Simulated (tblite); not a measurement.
Give a GFN2-xTB geometry of InChI=1S/C6H13NOSi2/c1-2-5-3-4-8-6(5)7(9)10/h3-4H,2H2,1,9-10H3.

```xyz
23
C6H13NOSi2 angstrom
C      2.3198   -1.0932    0.5740
C      1.6885   -0.7740   -0.7823
C      0.8453    0.4569   -0.7064
C      1.2866    1.7636   -1.0668
C      0.2826    2.6217   -0.7681
O     -0.7647    1.9373   -0.2441
C     -0.4190    0.6299   -0.2057
N     -1.3748   -0.1916    0.3402
Si    -2.5463    0.7326    1.2696
Si    -1.5098   -1.8713   -0.0972
H      1.5445   -1.2495    1.3207
H      2.9300   -1.9917    0.5092
H      2.9487   -0.2680    0.9012
H      1.0929   -1.6267   -1.1133
H      2.4793   -0.6080   -1.5177
H      2.2383    2.0099   -1.4939
H      0.1755    3.6833   -0.8610
H     -1.7968    1.5600    2.2107
H     -3.3243   -0.2841    1.9728
H     -3.3990    1.5209    0.3820
H     -1.3784   -1.9967   -1.5510
H     -0.4839   -2.6523    0.5997
H     -2.8398   -2.2820    0.3373
```

Any rigid rotation of these coordinates is as good. Atoms count from 1 in this order. The 5 C–C bonds span 1.354 Å (C4–C5, aromatic) to 1.530 Å (C1–C2, drawn single), a spread of 0.176 Å. N8 (nitrogen bridging silicon atoms) is almost planar (angles 126.0°, 122.1° and 111.1°, sum 359.2°, 0.08 Å off the plane of its three neighbours). The 5-membered ring C3–C4–C5–O6–C7 has internal angles of 105.2° to 110.3°; it is planar, 0.00 Å rms from its mean plane, widest ring torsion 0°. Si9 (SiH3 silicon) is distorted tetrahedral (angles from 104.1° to 112.7°).

Bonds between heavy atoms (Å): C1–C2 1.530, C2–C3 1.494, C3–C4 1.426, C4–C5 1.354, C5–O6 1.356, O6–C7 1.353, C7–N8 1.373, N8–Si9 1.758, N8–Si10 1.741, C3–C7 1.371.

Structure optimised with GFN2-xTB, isolated species.

Point group: C1 (no symmetry element, even within 0.4 Å). Its GFN2-xTB frequencies are all real (lowest 23 cm⁻¹). One conformer, not necessarily the lowest (C1–C2–C3–C4 96°). 3 starts were optimised and ended at 0.00, 0.05 and 0.09 kcal/mol (GFN2-xTB); the lowest of these is shown.

These are computed values.
